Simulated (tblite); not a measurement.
A geometry optimisation, step by step.

C5H8NOSe (doublet state).
SMILES with atom numbers: `[N:1]=[CH:2][C@H:3]1[CH2:4][Se:5][CH2:6][CH2:7][O:8]1` (hydrogens: H9 on C2; H10 on C3; H11, H12 on C4; H13, H14 on C6; H15, H16 on C7)
Bond orders are those of one Lewis drawing.

Computed with GFN2-xTB (tblite), gas phase: L-BFGS steps from a force-field or distance-geometry start until the largest atomic force falls under 0.01 eV/Å. 7 of its 164 geometries are shown.

Step 0: E = -675.4286 eV, largest atomic force 4.473 eV/Å
```
atom  x, y, z in Å  |  force x, y, z in eV/Å
N1      2.642   -0.386   -1.485   -0.787  -0.238   3.490
C2      2.318   -0.485   -0.254    1.722   0.028  -4.128
C3      0.936   -0.199    0.231   -0.868   0.501   0.425
C4      0.607    1.300    0.010    0.779  -0.013   0.237
Se5    -1.108    1.735    0.837    0.062   0.041  -0.048
C6     -1.999    0.284   -0.119   -0.750  -0.231  -0.104
C7     -1.251   -1.026    0.112   -0.241  -0.247   0.174
O8      0.029   -1.006   -0.494   -0.274  -0.254   0.780
H9      3.074   -0.840    0.465   -0.378   0.174  -0.041
H10     0.897   -0.429    1.322   -0.219   0.044  -0.320
H11     1.386    1.920    0.495   -0.365  -0.181  -0.250
H12     0.565    1.530   -1.064    0.039  -0.143   0.263
H13    -3.039    0.198    0.272    0.636   0.126  -0.271
H14    -2.024    0.514   -1.206    0.027  -0.046   0.597
H15    -1.846   -1.837   -0.349    0.466   0.160  -0.050
H16    -1.195   -1.264    1.215    0.150   0.279  -0.755
```

Step 27: E = -675.6904 eV, largest atomic force 0.027 eV/Å
```
atom  x, y, z in Å  |  force x, y, z in eV/Å
N1      2.658   -0.346   -1.483   -0.004   0.013   0.008
C2      2.325   -0.485   -0.323   -0.009   0.002   0.011
C3      0.919   -0.181    0.251    0.007  -0.006  -0.002
C4      0.637    1.296    0.012    0.001  -0.009   0.006
Se5    -1.098    1.743    0.819    0.011  -0.013  -0.021
C6     -2.014    0.270   -0.112    0.002  -0.009   0.002
C7     -1.271   -1.039    0.119   -0.001  -0.002  -0.001
O8      0.029   -1.034   -0.418   -0.003   0.008  -0.005
H9      3.006   -0.849    0.458   -0.013  -0.015   0.001
H10     0.901   -0.397    1.335    0.012   0.004  -0.009
H11     1.392    1.922    0.487   -0.007   0.007  -0.011
H12     0.601    1.498   -1.060   -0.005   0.005   0.013
H13    -3.028    0.214    0.283    0.002   0.001  -0.006
H14    -2.039    0.513   -1.176    0.000   0.010   0.011
H15    -1.788   -1.851   -0.399    0.000  -0.006   0.004
H16    -1.239   -1.267    1.196    0.008   0.012  -0.001
```

Step 54: E = -675.7179 eV, largest atomic force 0.232 eV/Å
```
atom  x, y, z in Å  |  force x, y, z in eV/Å
N1      2.844   -0.005   -1.300   -0.064  -0.065   0.213
C2      2.329   -0.496   -0.314    0.051   0.009  -0.110
C3      0.929   -0.144    0.251    0.021   0.000   0.004
C4      0.620    1.317   -0.031   -0.009  -0.001   0.002
Se5    -1.110    1.752    0.780   -0.008   0.038  -0.005
C6     -2.017    0.251   -0.115   -0.002  -0.007  -0.008
C7     -1.255   -1.038    0.155    0.008  -0.001   0.003
O8      0.046   -1.034   -0.384    0.019  -0.021   0.036
H9      2.799   -1.300    0.277   -0.081   0.080  -0.085
H10     0.917   -0.315    1.343    0.035  -0.044  -0.011
H11     1.373    1.962    0.421   -0.018   0.024  -0.033
H12     0.570    1.494   -1.107    0.028   0.007   0.004
H13    -3.028    0.187    0.284   -0.005   0.028  -0.001
H14    -2.047    0.472   -1.182    0.003  -0.009  -0.012
H15    -1.756   -1.880   -0.332   -0.016   0.012   0.019
H16    -1.222   -1.216    1.242    0.038  -0.050  -0.016
```

Step 82: E = -675.7887 eV, largest atomic force 0.261 eV/Å
```
atom  x, y, z in Å  |  force x, y, z in eV/Å
N1      3.241    0.266   -0.612   -0.171  -0.161   0.114
C2      2.332   -0.491   -0.325    0.102   0.126  -0.085
C3      0.942   -0.127    0.234   -0.005   0.032  -0.015
C4      0.596    1.310   -0.121    0.007   0.028  -0.005
Se5    -1.133    1.796    0.682    0.057  -0.026   0.000
C6     -2.021    0.226   -0.108   -0.024  -0.009  -0.019
C7     -1.244   -1.028    0.263   -0.006  -0.013  -0.002
O8      0.046   -1.071   -0.298    0.010  -0.005   0.028
H9      2.388   -1.582   -0.453    0.009   0.074   0.015
H10     0.996   -0.235    1.335   -0.004  -0.005  -0.044
H11     1.358    1.983    0.271   -0.004   0.034   0.004
H12     0.515    1.441   -1.201    0.012  -0.049  -0.005
H13    -3.037    0.176    0.280   -0.017   0.028   0.055
H14    -2.053    0.367   -1.189    0.040  -0.011  -0.034
H15    -1.744   -1.917   -0.129   -0.057  -0.001  -0.010
H16    -1.190   -1.105    1.361    0.049  -0.041   0.003
```

Step 109: E = -675.8085 eV, largest atomic force 0.055 eV/Å
```
atom  x, y, z in Å  |  force x, y, z in eV/Å
N1      3.356    0.163   -0.137   -0.031  -0.041   0.000
C2      2.336   -0.478   -0.295    0.047   0.028  -0.004
C3      0.931   -0.121    0.220    0.025   0.006  -0.012
C4      0.594    1.296   -0.221    0.016   0.001   0.009
Se5    -1.101    1.821    0.622   -0.003  -0.017  -0.029
C6     -2.016    0.216   -0.065   -0.025   0.030  -0.001
C7     -1.236   -1.035    0.307    0.006   0.010   0.009
O8      0.040   -1.084   -0.282    0.013  -0.008   0.000
H9      2.290   -1.424   -0.849    0.004  -0.002  -0.003
H10     0.962   -0.167    1.324   -0.008  -0.008  -0.013
H11     1.369    1.989    0.104   -0.004   0.012   0.001
H12     0.476    1.347   -1.305   -0.008   0.003   0.017
H13    -3.011    0.194    0.376   -0.037   0.003   0.003
H14    -2.090    0.316   -1.149   -0.013   0.009  -0.012
H15    -1.762   -1.920   -0.064    0.027   0.000   0.012
H16    -1.146   -1.104    1.402   -0.010  -0.024   0.022
```

Step 136: E = -675.8123 eV, largest atomic force 0.016 eV/Å
```
atom  x, y, z in Å  |  force x, y, z in eV/Å
N1      3.393   -0.009    0.076   -0.014  -0.007   0.000
C2      2.338   -0.481   -0.297    0.002  -0.003  -0.009
C3      0.935   -0.113    0.216    0.005  -0.002   0.005
C4      0.607    1.293   -0.266    0.004  -0.007   0.004
Se5    -1.106    1.840    0.536    0.001   0.000   0.007
C6     -2.033    0.201   -0.049    0.000   0.002  -0.004
C7     -1.228   -1.031    0.342   -0.004   0.004   0.007
O8      0.039   -1.081   -0.268   -0.004   0.008   0.007
H9      2.250   -1.246   -1.080   -0.002   0.004  -0.002
H10     0.957   -0.131    1.319    0.007   0.006   0.004
H11     1.366    2.002    0.063   -0.001  -0.001  -0.006
H12     0.511    1.320   -1.353   -0.014   0.001   0.007
H13    -3.007    0.193    0.438   -0.002  -0.001  -0.011
H14    -2.160    0.257   -1.131    0.011  -0.006  -0.009
H15    -1.747   -1.933    0.004    0.002   0.003  -0.005
H16    -1.121   -1.073    1.437    0.009  -0.002   0.005
```

Step 163: E = -675.8138 eV, largest atomic force 0.008 eV/Å
```
atom  x, y, z in Å  |  force x, y, z in eV/Å
N1      3.396   -0.081    0.110   -0.007  -0.001  -0.003
C2      2.331   -0.480   -0.315    0.004  -0.003  -0.002
C3      0.937   -0.112    0.224    0.002  -0.001   0.001
C4      0.601    1.288   -0.269    0.003  -0.004   0.002
Se5    -1.110    1.840    0.537    0.001   0.000  -0.001
C6     -2.027    0.197   -0.052    0.000   0.001   0.001
C7     -1.226   -1.028    0.367   -0.001  -0.001   0.000
O8      0.041   -1.088   -0.241    0.001   0.003   0.004
H9      2.222   -1.162   -1.168    0.003   0.004   0.003
H10     0.977   -0.119    1.326   -0.002   0.001  -0.002
H11     1.360    2.004    0.045    0.000   0.000  -0.003
H12     0.493    1.303   -1.355   -0.002   0.005   0.003
H13    -3.013    0.191    0.410    0.000   0.002   0.002
H14    -2.125    0.242   -1.137    0.000  -0.003  -0.002
H15    -1.744   -1.937    0.044   -0.001  -0.003  -0.003
H16    -1.121   -1.050    1.463   -0.001   0.002  -0.001
```

Q: Summarise the path.

A: The energy falls by 37.16 kJ/mol from step 0 to step 163; nine tenths of that is first reached at step 77. It rises by more than 0.2 meV at steps 40, 43, 46, 49, 52, 55, 67 and 70. The largest force goes from 4.473 to 0.008 eV/Å. Among the bonds N1=C2 changes most, from 1.277 to 1.214 Å; the atoms move by 0.672 Å rms after alignment.

Q: Follow the three bonds and two angles with the largest change from start to end.

A: 
```
step  E above end (kJ/mol)  largest force (eV/Å)  N1=C2 (Å)  C2–C3 (Å)  C7–H16 (Å)  C3–C2–H9 (°)  N1–C2–H9 (°)
   0                 37.16                 4.473      1.277      1.492       1.130         119.0         118.7
   7                 12.42                 0.121      1.215      1.549       1.100         111.5         123.1
  14                 12.06                 0.032      1.214      1.547       1.102         111.0         123.3
  21                 11.95                 0.038      1.214      1.548       1.102         111.2         123.3
  28                 11.90                 0.039      1.214      1.549       1.102         111.4         123.2
  35                 11.77                 0.065      1.215      1.549       1.103         111.5         123.6
  43                 11.52                 1.077      1.226      1.548       1.102         110.9         124.3
  50                  9.92                 0.133      1.216      1.550       1.102         111.1         123.4
  57                  8.64                 0.276      1.217      1.549       1.102         110.5         123.2
  64                  6.91                 0.680      1.221      1.541       1.102         107.5         124.5
  71                  5.21                 0.100      1.214      1.542       1.102         108.4         123.7
  78                  3.29                 0.181      1.216      1.540       1.101         109.3         122.8
  85                  2.04                 0.153      1.216      1.539       1.102         108.9         123.5
  92                  1.46                 0.057      1.215      1.541       1.101         109.4         123.5
  99                  0.99                 0.111      1.216      1.539       1.101         109.6         123.3
 106                  0.63                 0.085      1.215      1.536       1.101         109.1         123.8
 113                  0.41                 0.051      1.215      1.538       1.101         109.0         123.8
 120                  0.35                 0.032      1.215      1.539       1.101         109.3         123.6
 128                  0.26                 0.050      1.215      1.539       1.101         109.4         124.0
 135                  0.14                 0.017      1.214      1.538       1.101         109.4         124.0
 142                  0.09                 0.027      1.214      1.538       1.101         109.3         124.1
 149                  0.03                 0.017      1.214      1.538       1.101         109.2         124.2
 156                  0.02                 0.020      1.215      1.538       1.101         109.4         124.1
 163                  0.00                 0.008      1.214      1.538       1.101         109.3         124.2
```

What follows is the cost of the whole relaxation. Time: 1.1 s wall. Hardware: Arm Neoverse V1, one thread, shared host with 32 logical CPUs at a one-minute load of 26.
